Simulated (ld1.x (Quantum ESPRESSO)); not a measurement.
**H: RRKJ pseudisation with PW91, scalar-relativistic reference atom.**

- Element: hydrogen (H)
- Generator: ld1.x (Quantum ESPRESSO) 7.5
- Type: norm-conserving RRKJ (Kleinman–Bylander form)
- Functional: PW91
- Relativity: scalar-relativistic
- Frozen core: none
- Valence charge: 1
- Reference configuration: 1s1
- Partial waves: 1s (bound): rc 1.10 bohr; 2p channel at -0.15 Ry: rc 1.10 bohr
- Local potential: all-electron potential smoothed inside 1.05 bohr (lloc = -1)
- Core correction: none

- Cutoffs needed: 25 Ry and 45 Ry (the cutoffs (Ry, on a coarse ladder) from which the occupation-weighted sum of valence levels, in a spherical-Bessel basis at the reference potential, stays within 10 and 1 mRy of its value at 400 Ry)
- Ghost test: no extra level below or beside the all-electron valence levels (s, p, d, f tested) (spherical-Bessel basis up to 400 Ry, 20 bohr box)
